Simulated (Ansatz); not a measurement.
`CC[Si](Cl)(Cl)Cl` + H₂S → `S[Si](Cl)(Cl)Cl` + ethane at 600 K and 1 bar (ligand exchange at the Si–C bond).

Isolated molecules relaxed with PBE0-D4/def2-TZVP in Ansatz; ΔE leaves out vibrations. CCSD(T)/CBS adds triple-zeta CCSD(T) − MP2 to the extrapolated MP2 energy (def2 sets, frozen cores). This one scheme is used for every species. One conformer a species, not always the lowest.

```csv
species,CCSD(T)/CBS energy (Eh),H − E (kJ/mol),S (J/(mol·K))
`CC[Si](Cl)(Cl)Cl`,-1747.70894,257.9,493.0
H₂S,-398.97279,60.8,230.9
`S[Si](Cl)(Cl)Cl`,-2066.97878,95.8,443.1
`CC`,-79.71954,228.8,274.9
```

H − E and S are ideal-gas, rigid-rotor, harmonic terms from PBE0-D4/def2-TZVP, for one conformer and one mirror image of each species. 1 Eh = 2625.50 kJ/mol, R = 8.31446 J/(mol·K).

Q: By hand: ΔE, ΔH, ΔS and ΔG.

A: ΔE = (-2066.97878) + (-79.71954) − (-1747.70894) − (-398.97279) = -0.01659 Eh = -43.6 kJ/mol. Δ(H − E) = 95.8 + 228.8 − 257.9 − 60.8 = 5.9, so ΔH = -37.7 kJ/mol. ΔS = 443.1 + 274.9 − 493.0 − 230.9 = -5.9 J/(mol·K). ΔG = -37.7 − 600 × (-5.9)/1000 = -34.2 kJ/mol.

Q: By hand: the equilibrium constant, and the temperature at which ΔG would vanish if ΔH and ΔS stayed fixed.

A: log₁₀ K = −ΔG/(RT ln 10) = 3.0. ΔG = 0 at ΔH/ΔS = 6390 K, far beyond where these terms or the molecules hold.

The number of gas molecules stays the same, so ΔS is small and ΔH decides. A doubt of 5 kJ/mol in ΔE shifts log₁₀ K by 0.4 here. Other conformers and mirror images would add mixing entropy, several J/(mol·K) or more a flexible species. These are equilibria of isolated gas molecules and say nothing of rates. Largest T1 diagnostic: 0.010 (customary marks: 0.02 for closed shells, 0.045 for open ones).
